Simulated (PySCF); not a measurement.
C4H10O2Sn, singlet, at a GFN2-xTB geometry (such geometries of metal compounds can be far from the true shape) (all electrons, no relativity), with bond 17-7 at 2.4 times its length; CASCI(6,5)/STO-3G run with PySCF.

Here is a job for PySCF.
```python
from pyscf import gto, scf, mcscf
import numpy

mol = gto.M(
    atom='''
C     1.45881487    2.53567375   -0.51683785
C     1.64726656    1.32267615   -0.04168220
Sn    0.13946147   -0.26559787   -0.03988470
O     0.26650300   -1.19730250    1.69983866
O     0.77725178   -1.78033783   -1.19828655
C    -2.01157809    0.17286262   -0.40533900
C    -2.63054266    0.99266551    0.70351609
H     0.52884865    2.85312900   -0.96091072
H     2.23985952    3.28321358   -0.48153146
H     2.58953198    1.03513596    0.40384771
H     0.58006398   -2.09598982    1.60764389
H     0.92254883   -1.58871550   -2.12166720
H    -2.09524567    0.67931758   -1.36490764
H    -2.48744850   -0.80342749   -0.48391486
H    -2.17980976    1.97956488    0.76740846
H    -2.50817788    0.49971088    1.66375357
H    -5.19015399    1.28820984    0.24904631
''',
    basis='sto-3g',
    verbose=4,
)

mf = scf.RHF(mol)
mf.kernel()
mc = mcscf.CASCI(mf, 5, 6)
mc.fix_spin_(ss=0.0)
mc.kernel()
occ = numpy.linalg.eigvalsh(mc.fcisolver.make_rdm1(mc.ci, mc.ncas, mc.nelecas))[::-1]
ss = mc.fcisolver.spin_square(mc.ci, mc.ncas, mc.nelecas)[0]
print('natural occupations', occ.round(4), ' <S^2>', round(ss, 4))
```

The log (banner, timings and long lists left out):

```
PySCF version 2.14.0

[INPUT] verbose = 4
[INPUT] num. atoms = 17
[INPUT] num. electrons = 100
[INPUT] charge = 0
[INPUT] spin (= nelec alpha-beta = 2S) = 0
[INPUT] symmetry False subgroup None
[INPUT] Mole.unit = angstrom
[INPUT] Symbol           X                Y                Z      unit          X                Y                Z       unit  Magmom
[INPUT]  1 C      1.458814870000   2.535673750000  -0.516837850000 AA    2.756760570743   4.791728928749  -0.976681987309 Bohr   0.0
[INPUT]  2 C      1.647266560000   1.322676150000  -0.041682200000 AA    3.112882652554   2.499495674994  -0.078767942269 Bohr   0.0
[INPUT]  3 Sn     0.139461470000  -0.265597870000  -0.039884700000 AA    0.263543983229  -0.501907233568  -0.075371159560 Bohr   0.0
[INPUT]  4 O      0.266503000000  -1.197302500000   1.699838660000 AA    0.503617681375  -2.262573813257   3.212229523348 Bohr   0.0
[INPUT]  5 O      0.777251780000  -1.780337830000  -1.198286550000 AA    1.468792994031  -3.364350907902  -2.264433398250 Bohr   0.0
[INPUT]  6 C     -2.011578090000   0.172862620000  -0.405339000000 AA   -3.801331668276   0.326663008975  -0.765979697605 Bohr   0.0
[INPUT]  7 C     -2.630542660000   0.992665510000   0.703516090000 AA   -4.971005186385   1.875865947202   1.329452734325 Bohr   0.0
[INPUT]  8 H      0.528848650000   2.853129000000  -0.960910720000 AA    0.999379109846   5.391632408054  -1.815858090959 Bohr   0.0
[INPUT]  9 H      2.239859520000   3.283213580000  -0.481531460000 AA    4.232721050300   6.204374474653  -0.909962579762 Bohr   0.0
[INPUT] 10 H      2.589531980000   1.035135960000   0.403847710000 AA    4.893506233003   1.956123466089   0.763161567933 Bohr   0.0
[INPUT] 11 H      0.580063980000  -2.095989820000   1.607643890000 AA    1.096162056925  -3.960846719676   3.038006657930 Bohr   0.0
[INPUT] 12 H      0.922548830000  -1.588715500000  -2.121667200000 AA    1.743364625238  -3.002237184851  -4.009369935473 Bohr   0.0
[INPUT] 13 H     -2.095245670000   0.679317580000  -1.364907640000 AA   -3.959440479981   1.283724177802  -2.579301624926 Bohr   0.0
[INPUT] 14 H     -2.487448500000  -0.803427490000  -0.483914860000 AA   -4.700596413960  -1.518257917047  -0.914466553007 Bohr   0.0
[INPUT] 15 H     -2.179809760000   1.979564880000   0.767408460000 AA   -4.119243450054   3.740835469008   1.450191815074 Bohr   0.0
[INPUT] 16 H     -2.508177880000   0.499710880000   1.663753570000 AA   -4.739769264892   0.944316704665   3.144038586067 Bohr   0.0
[INPUT] 17 H     -5.190153990000   1.288209840000   0.249046310000 AA   -9.807969585419   2.434363788570   0.470629318234 Bohr   0.0

nuclear repulsion = 734.914161017149
number of shells = 39
number of NR pGTOs = 201
number of NR cGTOs = 67
basis = sto-3g
ecp = {}

******** <class 'pyscf.scf.hf.RHF'> ********
method = RHF
initial guess = minao
damping factor = 0
level_shift factor = 0
DIIS = <class 'pyscf.scf.diis.CDIIS'>
diis_start_cycle = 1
diis_space = 8
diis_damp = 0
SCF conv_tol = 1e-09
SCF conv_tol_grad = None
SCF max_cycles = 50
direct_scf = True
direct_scf_tol = 1e-13
Set gradient conv threshold to 3.16228e-05
Initial guess from minao.
init E= -6249.56571209693
  HOMO = -0.29156743614429  LUMO = -0.203987006532752  gap/eV = 2.38318
cycle= 1 E= -6265.6191816342  delta_E= -16.1  |g|= 0.883  |ddm|= 5.01
  HOMO = -0.0368631164704281  LUMO = 0.0393841666848643  gap/eV = 2.07479
cycle= 2 E= -6265.8968087551  delta_E= -0.278  |g|= 0.446  |ddm|= 2.76
  HOMO = -0.107657964950334  LUMO = 0.103847325521627  gap/eV = 5.75535
cycle= 3 E= -6266.03369648129  delta_E= -0.137  |g|= 0.192  |ddm|= 1.45
  HOMO = -0.148504779865517  LUMO = 0.110706283616198  gap/eV = 7.05349
cycle= 4 E= -6266.05356019436  delta_E= -0.0199  |g|= 0.0892  |ddm|= 0.512
  HOMO = -0.16969820002099  LUMO = 0.10579894020977  gap/eV = 7.49666
cycle= 5 E= -6266.05762778706  delta_E= -0.00407  |g|= 0.0193  |ddm|= 0.175
  HOMO = -0.173657006165699  LUMO = 0.106945926304298  gap/eV = 7.63559
cycle= 6 E= -6266.05802819119  delta_E= -0.0004  |g|= 0.00976  |ddm|= 0.0691
  HOMO = -0.171186074162602  LUMO = 0.108184779699949  gap/eV = 7.60207
cycle= 7 E= -6266.0580996822  delta_E= -7.15e-05  |g|= 0.0021  |ddm|= 0.0272
  HOMO = -0.171091491741328  LUMO = 0.108625826636451  gap/eV = 7.61150
cycle= 8 E= -6266.05810281122  delta_E= -3.13e-06  |g|= 0.000811  |ddm|= 0.00568
  HOMO = -0.171252498295289  LUMO = 0.108613827633937  gap/eV = 7.61555
cycle= 9 E= -6266.05810325293  delta_E= -4.42e-07  |g|= 0.000269  |ddm|= 0.00181
  HOMO = -0.171341030643748  LUMO = 0.108535835115969  gap/eV = 7.61584
cycle= 10 E= -6266.05810331683  delta_E= -6.39e-08  |g|= 8.47e-05  |ddm|= 0.000838
  HOMO = -0.171323514476643  LUMO = 0.108536564500161  gap/eV = 7.61538
cycle= 11 E= -6266.05810332534  delta_E= -8.51e-09  |g|= 2.28e-05  |ddm|= 0.000336
  HOMO = -0.171324164879372  LUMO = 0.10853761828745  gap/eV = 7.61543
cycle= 12 E= -6266.05810332594  delta_E= -5.95e-10  |g|= 8.8e-06  |ddm|= 0.000102
  HOMO = -0.171326176254135  LUMO = 0.108536308462782  gap/eV = 7.61545
Extra cycle  E= -6266.05810332602  delta_E= -8.73e-11  |g|= 5.47e-06  |ddm|= 2.18e-05
converged SCF energy = -6266.05810332602

******** <class 'pyscf.mcscf.casci.CASCI'> ********
CAS (3e+3e, 5o), ncore = 47, nvir = 15
natorb = False
canonicalization = True
sorting_mo_energy = False
******** <class 'pyscf.fci.addons.SpinPenaltyFCISolver'> ********
max. cycles = 200
conv_tol = 1e-08
davidson only = True
linear dependence = 1e-12
level shift = 0.001
max iter space = 12
nroots = 1
pspace_size = 400
spin = None
Density matrix diagonal elements [1.98700183 1.993681   1.34427262 0.66408492 0.01095963]
CASCI converged
CASCI E = -6266.21467429605  E(CI) = -4.85813458542543  S^2 = 0.0000000
natural occupations [1.9998 1.9899 1.3372 0.6629 0.0102]  <S^2> 0.0
```
